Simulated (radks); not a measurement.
Results of a calculation; reference values are marked as such.
Valence configurations of Nd+ (all share [Xe]). Level of theory: Dirac Kohn-Sham, PBEsol, spin-unpolarised, spherical densities, point nucleus; open shells are shared between the two j in proportion to 2j + 1 (a radial shooting solver on a logarithmic mesh with Libxc functionals). Energies are relative to 4f4 6s1; eigenvalues in eV.

| valence | E (eV) | e(4f5/2) | e(4f7/2) | e(5d3/2) | e(5d5/2) | e(6p1/2) |
|---|---|---|---|---|---|---|
| 4f4 6s1 | 0.000 | -7.920 | -7.514 | - | - | - |
| 4f3.5 5d0.5 6s1 | 0.637 | -10.436 | -10.006 | -8.092 | -7.856 | - |
| 4f4 5d1 | 1.040 | -6.140 | -5.738 | -6.191 | -6.001 | - |
| 4f3 5d1 6s1 | 2.289 | -13.267 | -12.812 | -8.750 | -8.490 | - |
| 4f2.5 5d2 6s0.5 | 5.058 | -15.212 | -14.733 | -8.652 | -8.379 | - |
| 4f3 6s1 6p1 | 5.865 | -16.689 | -16.230 | - | - | -7.041 |
| 4f2 5d2 6s1 | 9.163 | -19.641 | -19.137 | -10.063 | -9.748 | - |
| 4f2 5d1.5 6s1.5 | 9.547 | -20.878 | -20.372 | -10.873 | -10.544 | - |
| 4f2 5d1.5 6s0.5 6p1 | 13.160 | -21.987 | -21.481 | -11.762 | -11.422 | -6.988 |
| 4f1 5d3 6s1 | 21.502 | -26.751 | -26.198 | -11.344 | -10.974 | - |

NIST lists [Xe] 4f4 6s1 as the ground configuration; this level of theory agrees among the configurations tried. The energies are those of spherical spin-averaged densities, not of single terms.
